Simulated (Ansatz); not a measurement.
Isolated molecules relaxed with PBE0-D4/def2-TZVP in Ansatz; ΔE leaves out vibrations. CBS: MP2 limit from def2 TZ/QZ plus the TZ coupled-cluster correction, frozen cores. Functionals use def2-TZVPP. def2 core potentials past Kr. For Y outer-core shells are correlated without core-valence functions, which leaves a few kJ/mol of doubt a bond. Each species was taken in one conformer, which may not be the lowest.

Reaction (ligand exchange at the Si–O bond): `COB(O)O[SiH3]` + `C[N](C)[Y]([OH])[OH]` → `C[N](C)[Y]([OH])[O][SiH3]` + `COB(O)O`

| species | ωB97M-V energy (Eh) |
| --- | --- |
| `COB(O)O[SiH3]` | -582.52706 |
| `C[N](C)[Y]([OH])[OH]` | -324.63814 |
| `C[N](C)[Y]([OH])[O][SiH3]` | -615.35729 |
| `COB(O)O` | -291.82170 |

Work out ΔE.

ΔE = (-615.35729) + (-291.82170) − (-582.52706) − (-324.63814) = -0.01379 Eh = -8.7 kcal/mol. CCSD(T)/CBS gives -9.1 kcal/mol.

Largest T1 diagnostic among the species: 0.014.

In def2-TZVPP, CCSD(T) changes the Hartree–Fock value by +1.0 kcal/mol (the triples alone add +0.1 kcal/mol) and MP2 by +1.1 kcal/mol.
